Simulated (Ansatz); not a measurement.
`C[N]=[Mo](=[O])([OH])[N](C)C` + HCl → `C[N]=[Mo](=[O])([OH])[Cl]` + dimethylamine  (ligand exchange at a Mo–N bond)

Isolated molecules relaxed with PBE0-D4/def2-TZVP in Ansatz; ΔE leaves out vibrations. CCSD(T)/CBS is the MP2 limit (def2-TZVPP, def2-QZVPP) plus CCSD(T) − MP2 in def2-TZVPP, frozen cores. This one scheme is used for every species. DFT in def2-TZVPP. B3LYP here is the variant with VWN-RPA as its local correlation; programs differ in this. def2 core potentials past Kr. For Mo outer-core shells are correlated without core-valence functions, which leaves a few kJ/mol of doubt a bond. Each species was taken in one conformer, which may not be the lowest.

| level | ΔE (kJ/mol) | difference from CCSD(T)/CBS |
| --- | --- | --- |
| PBE-D4 | -53.8 | -0.7 |
| revPBE-D4 | -50.3 | 2.8 |
| BLYP-D4 | -49.4 | 3.7 |
| B97M-V | -63.3 | -10.2 |
| B3LYP-D4 | -53.8 | -0.7 |
| ωB97M-V | -58.4 | -5.3 |
| r2SCAN | -61.4 | -8.3 |
| r2SCANh | -62.6 | -9.5 |
| r2SCAN0 | -64.3 | -11.2 |
| BHLYP | -69.9 | -16.8 |
| LC-ωPBE | -63.7 | -10.6 |
| RPA@PBE/def2-TZVPP | -44.3 | 8.8 |
| HF/def2-SVP | -72.7 | -19.6 |
| MP2/def2-SVP | -49.4 | 3.7 |
| HF/def2-QZVPP | -81.0 | -27.9 |
| SCS-MP2/def2-QZVPP | -61.9 | -8.8 |
| CCSD(T)/CBS | -53.1 | 0 |

Largest T1 diagnostic among the species: 0.022, so the coupled-cluster value is less sure than usual.

The D4 term adds +12.8 kJ/mol with B3LYP and +7.7 kJ/mol with PBE0; it sums over pairs of atoms, weighted by their polarisabilities, and B3LYP, whose exchange is more repulsive, gets the larger term. At CCSD(T), def2-SVP lies +11.5 kJ/mol from the extrapolated value and def2-TZVPP +4.8 kJ/mol.
